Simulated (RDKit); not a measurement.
Job for RDKit: UFF on CH6SSn (SMILES C[S][SnH3]), a point of a torsion scan.

```python
from rdkit import Chem
from rdkit.Chem import AllChem, rdDetermineBonds

blocks = [
'''9

C     1.65394979   -0.17199591    0.07485571
S     1.45452975    0.92382610   -1.36940798
Sn    0.78196086   -0.59038016   -3.10029722
H     1.43128558   -1.20191536   -0.17966999
H     2.68088040   -0.08901765    0.41328082
H     0.97517997    0.17234934    0.84732205
H     1.93725733   -1.79178742   -3.33095303
H     0.57614207    0.28658536   -4.50163764
H    -0.64832100   -1.37777087   -2.69350858
''',
]
mol = None
for b in blocks:
    f = Chem.MolFromXYZBlock(b)
    rdDetermineBonds.DetermineBonds(f, charge=0)
    mol = f if mol is None else Chem.CombineMols(mol, f)
Chem.SanitizeMol(mol)
print(Chem.MolToSmiles(Chem.RemoveHs(mol)))
ff = AllChem.UFFGetMoleculeForceField(mol, vdwThresh=100.0, ignoreInterfragInteractions=False)
e = ff.CalcEnergy()
print(f'UFF energy {e:.6f} kcal/mol')
```

The log:

```
C[S][SnH3]
UFF energy 7.107862 kcal/mol
```

The run finished.

Cost: very roughly 0.010 core-seconds.
